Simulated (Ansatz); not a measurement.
The cluster Fe2S⁺. Charge 1, multiplicity 2. Geometry r2SCAN-D4/def2-TZVP; atoms count from 1.

```xyz
3

Fe    0.4307   -1.3362    0.1312
Fe    0.6858    1.2286   -0.1058
S    -1.1165    0.1076   -0.0254
```

The charge 1 doublet is spin-contaminated (final ⟨S²⟩ up to 3.95, 0.75 for a pure state). The structure comes from a short search, and lower isomers may exist.

Estimate the Mulliken populations from the PBE0/def2-TZVP orbitals of Ansatz.


```json
{"atom": "Fe1", "charge (e)": "0.64", "spin (α − β)": "-3.14", "d electrons": "6.65"}
{"atom": "Fe2", "charge (e)": "0.73", "spin (α − β)": "3.93", "d electrons": "6.40"}
{"atom": "S3", "charge (e)": "-0.37", "spin (α − β)": "0.21", "d electrons": "–"}
```
Mulliken values depend strongly on the basis.

Where does the spin sit?

Summed by element: Fe 0.79, S 0.21, of 1 unpaired in all. Largest on single atoms: Fe2 3.93, Fe1 -3.14, S3 0.21.

And the Mayer bond orders between heavy atoms (over 0.3)?

Fe1–Fe2 0.60 (2.59 Å); Fe1–S3 1.12 (2.12 Å); Fe2–S3 1.35 (2.12 Å).
